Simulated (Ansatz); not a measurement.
Species: H2AlS, SMILES `[SH][AlH]` (H–Al–S–H torsion 180°) (charge 0, multiplicity 2), formula H2AlS.

Question: How many basis functions does Ansatz (a first-principles code) with frozen-core CCSD(T)/cc-pVTZ // r2SCAN-D4/def2-TZVP use, how many core orbitals are frozen, and how many electrons are correlated?

Answer: 96 basis functions and 10 frozen orbitals, which leaves 11 correlated electrons. Core time is of the order of seconds.
